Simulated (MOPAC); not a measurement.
Job for MOPAC: AM1 on CH6GeO (SMILES C[O][GeH3]), a point of a torsion scan.

```
AM1 1SCF PRECISE CHARGE=0 THREADS=1
CH6GeO

C      1.33421623 1    -0.09404299 1     0.15804587 1
O      0.67445284 1     0.03524014 1    -1.08190830 1
Ge    -0.41256598 1    -1.13234661 1    -1.79821571 1
H      1.69912059 1    -1.11055527 1     0.32659734 1
H      2.18224118 1     0.59233986 1     0.14948472 1
H      0.66879067 1     0.17451747 1     0.98280303 1
H      0.27534046 1    -2.46796039 1    -1.88883995 1
H     -0.65370966 1    -0.48736276 1    -3.11459775 1
H     -1.66327726 1    -1.27660522 1    -0.97219153 1
```

The log:

```
*******************************************************************************
 **                                                                           **
 **                              MOPAC v23.2.5                                **
 **                                                                           **
 *******************************************************************************
 ** MOPAC's Digital Object Identifier: https://doi.org/10.5281/zenodo.6511958 **
 **                                                                           **
 ** Please cite the open-source release paper for use of this MOPAC version:  **
 ** J. E. Moussa and J. J. P. Stewart (2026)                                  **
 ** MOPAC: An open-source semiempirical molecular orbital program             **
 ** J. Open Source Softw., 11(119), 8025, https://doi.org/10.21105/joss.08025 **
 *******************************************************************************

                              AM1 CALCULATION RESULTS

 *******************************************************************************
 *  AM1        - The AM1 Hamiltonian to be used
 *
 *
 *
 *                 CHARGE ON SYSTEM = 0
 *
 *
 *
 *  PRECISE    - TIGHTER CRITERIA TO BE USED
 *  1SCF       - DO 1 SCF AND THEN STOP
 *  THREADS=1  - MULTI-THREADING NOT USED
 *  T=         - A TIME OF 172800.0 SECONDS REQUESTED
 *  DUMP=N     - RESTART FILE WRITTEN EVERY 7200.0 SECONDS REQUESTED
 *******************************************************************************
AM1 1SCF PRECISE CHARGE=0 THREADS=1
 CH6GeO

   ATOM   CHEMICAL          X               Y               Z
  NUMBER   SYMBOL      (ANGSTROMS)     (ANGSTROMS)     (ANGSTROMS)

     1       C          1.33421623  *  -0.09404299  *   0.15804587  *
     2       O          0.67445284  *   0.03524014  *  -1.08190830  *
     3      Ge         -0.41256598  *  -1.13234661  *  -1.79821571  *
     4       H          1.69912059  *  -1.11055527  *   0.32659734  *
     5       H          2.18224118  *   0.59233986  *   0.14948472  *
     6       H          0.66879067  *   0.17451747  *   0.98280303  *
     7       H          0.27534046  *  -2.46796039  *  -1.88883995  *
     8       H         -0.65370966  *  -0.48736276  *  -3.11459775  *
     9       H         -1.66327726  *  -1.27660522  *  -0.97219153  *



          CARTESIAN COORDINATES

    NO.       ATOM           X           Y           Z

     1         C          1.3342     -0.0940      0.1580
     2         O          0.6745      0.0352     -1.0819
     3        Ge         -0.4126     -1.1323     -1.7982
     4         H          1.6991     -1.1106      0.3266
     5         H          2.1822      0.5923      0.1495
     6         H          0.6688      0.1745      0.9828
     7         H          0.2753     -2.4680     -1.8888
     8         H         -0.6537     -0.4874     -3.1146
     9         H         -1.6633     -1.2766     -0.9722

  H: (AM1): M.J.S. DEWAR ET AL, J. AM. CHEM. SOC. 107 3902-3909 (1985)
  C: (AM1): M.J.S. DEWAR ET AL, J. AM. CHEM. SOC. 107 3902-3909 (1985)
  O: (AM1): M.J.S. DEWAR ET AL, J. AM. CHEM. SOC. 107 3902-3909 (1985)
 Ge: (AM1): M.J.S.Dewar and C.Jie, Organometallics, 8, 1544, (1989)

           Empirical Formula: C H6 O Ge  =     9 atoms



      MOLECULAR POINT GROUP   :   C1


      RHF CALCULATION, NO. OF DOUBLY OCCUPIED LEVELS = 10


 -------------------------------------------------------------------------------
 AM1 1SCF PRECISE CHARGE=0 THREADS=1
 CH6GeO



     1SCF WAS SPECIFIED, SO BFGS WAS NOT USED
     SCF FIELD WAS ACHIEVED


                              AM1 CALCULATION
                                                       MOPAC v23.2.5 Linux




          FINAL HEAT OF FORMATION =        -32.62177 KCAL/MOL =    -136.48951 KJ/MOL


          COSMO AREA              =        109.23 SQUARE ANGSTROMS
          COSMO VOLUME            =         96.22 CUBIC ANGSTROMS

          IONIZATION POTENTIAL    =         10.426225 EV
          HOMO LUMO ENERGIES (EV) =        -10.426  1.036
          NO. OF FILLED LEVELS    =         10
          MOLECULAR WEIGHT        =        106.6478         POINT GROUP:  C1

          MOLECULAR DIMENSIONS (Angstroms)

            Atom       Atom       Distance
            H     8    H     5     4.45675
            H     6    H     7     2.53408
            H     9    H     5     2.31423


          SCF CALCULATIONS        =          1





   ATOM   CHEMICAL          X               Y               Z
  NUMBER   SYMBOL      (ANGSTROMS)     (ANGSTROMS)     (ANGSTROMS)

     1       C          1.33421623  *  -0.09404299  *   0.15804587  *
     2       O          0.67445284  *   0.03524014  *  -1.08190830  *
     3      Ge         -0.41256598  *  -1.13234661  *  -1.79821571  *
     4       H          1.69912059  *  -1.11055527  *   0.32659734  *
     5       H          2.18224118  *   0.59233986  *   0.14948472  *
     6       H          0.66879067  *   0.17451747  *   0.98280303  *
     7       H          0.27534046  *  -2.46796039  *  -1.88883995  *
     8       H         -0.65370966  *  -0.48736276  *  -3.11459775  *
     9       H         -1.66327726  *  -1.27660522  *  -0.97219153  *

                             CARTESIAN COORDINATES

   1    C        1.334216230    -0.094042990     0.158045870
   2    O        0.674452840     0.035240140    -1.081908300
   3   Ge       -0.412565980    -1.132346610    -1.798215710
   4    H        1.699120590    -1.110555270     0.326597340
   5    H        2.182241180     0.592339860     0.149484720
   6    H        0.668790670     0.174517470     0.982803030
   7    H        0.275340460    -2.467960390    -1.888839950
   8    H       -0.653709660    -0.487362760    -3.114597750
   9    H       -1.663277260    -1.276605220    -0.972191530


           Empirical Formula: C H6 O Ge  =     9 atoms



      MOLECULAR POINT GROUP   :   C1


                  EIGENVALUES
 -36.98985 -26.99344 -17.20653 -15.52006 -15.42943 -15.00799 -12.11822 -11.89784
 -11.14180 -10.42622   1.03553   1.11400   1.15049   2.11935   4.34699   4.51333
   4.84404   5.70633


              NET ATOMIC CHARGES AND DIPOLE CONTRIBUTIONS

  ATOM NO.   TYPE          CHARGE      No. of ELECS.   s-Pop       p-Pop
    1          C          -0.009343        4.0093     1.21589     2.79345
    2          O          -0.549814        6.5498     1.86454     4.68528
    3         Ge           0.920120        3.0799     0.87436     2.20552
    4          H           0.038334        0.9617     0.96167
    5          H           0.086151        0.9138     0.91385
    6          H           0.046805        0.9532     0.95320
    7          H          -0.185990        1.1860     1.18599
    8          H          -0.159571        1.1596     1.15957
    9          H          -0.186691        1.1867     1.18669
 DIPOLE           X         Y         Z       TOTAL
 POINT-CHG.    -0.552    -1.290     0.192     1.416
 HYBRID         0.289     0.054     0.463     0.549
 SUM           -0.262    -1.237     0.655     1.424


          ATOMIC ORBITAL ELECTRON POPULATIONS

     Atom    s        px        py        pz
    1  C   1.21589   0.95860   0.99063   0.84422
    2  O   1.86454   1.67298   1.63558   1.37671
    3 Ge   0.87436   0.71938   0.71242   0.77372
    4  H   0.96167
    5  H   0.91385
    6  H   0.95320
    7  H   1.18599
    8  H   1.15957
    9  H   1.18669

 **********************
 *                    *
 * JOB ENDED NORMALLY *
 *                    *
 **********************




 == MOPAC DONE ==
```

The run finished.

Cost: about 0.03 core-seconds (a rough figure).
